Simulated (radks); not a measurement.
Isoelectronic series with 11 electrons, all held in the configuration [Ne] 3s1, which need not be the ground one along the series. Method: Dirac Kohn-Sham, PBE, spin-unpolarised, spherical densities, finite nucleus; Fermi nuclear charge, rms radius of each element as measured or else 0.836 A^(1/3) + 0.57 fm; computed with a radial shooting solver on a logarithmic mesh with Libxc functionals. Total energies (hartree) and mean radii <r> (bohr):

\begin{tabular}{lrrr}
ion & E (hartree) & 3s1/2 & 2p3/2 \\ \hline
S5+ & -392.13270 & 1.413 & 0.4385 \\
Sc10+ & -726.47809 & 0.9077 & 0.3034 \\
Fe15+ & -1166.52873 & 0.6721 & 0.2321 \\
Ga20+ & -1713.94517 & 0.5335 & 0.1880 \\
Kr25+ & -2370.86963 & 0.4418 & 0.1579 \\
Nb30+ & -3139.95786 & 0.3763 & 0.1360 \\
Pd35+ & -4024.43314 & 0.3270 & 0.1194 \\
Sb40+ & -5028.17463 & 0.2885 & 0.1063 \\
Ba45+ & -6155.8078 & 0.2574 & 0.09577 \\
\end{tabular}
